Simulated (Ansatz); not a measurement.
Reaction (ligand exchange at a B–N bond): `BN(CC)[SiH2]Cl` + `NB(O)Cl` → `BOB(N)Cl` + `CCN[SiH2]Cl`

Computed with Ansatz on PBE0-D4/def2-TZVP structures; ΔE is electronic, products minus reactants. CCSD(T)/CBS is the MP2 limit (def2-TZVPP, def2-QZVPP) plus CCSD(T) − MP2 in def2-TZVPP, frozen cores. Functionals use def2-TZVPP. B3LYP here is the variant with VWN-RPA as its local correlation; programs differ in this. One conformer a species, not always the lowest.

CCSD(T)/CBS gives +17.8 kJ/mol.

Q: Another level gave +17.2 kJ/mol. Which?
A. MP2/def2-TZVPP
B. PBE/def2-TZVPP
C. B3LYP/def2-TZVPP
D. B2PLYP/def2-TZVPP

A: B. PBE 17.2, B2PLYP 13.2, B3LYP 8.8, MP2/def2-TZVPP 22.1 kJ/mol.

Largest T1 diagnostic among the species: 0.012.

In def2-TZVPP, CCSD(T) changes the Hartree–Fock value by +21.3 kJ/mol (the triples alone add +3.0 kJ/mol) and MP2 by +23.9 kJ/mol. The D4 term adds +4.7 kJ/mol with B3LYP and +2.5 kJ/mol with PBE0; it sums over pairs of atoms, weighted by their polarisabilities, and B3LYP, whose exchange is more repulsive, gets the larger term.
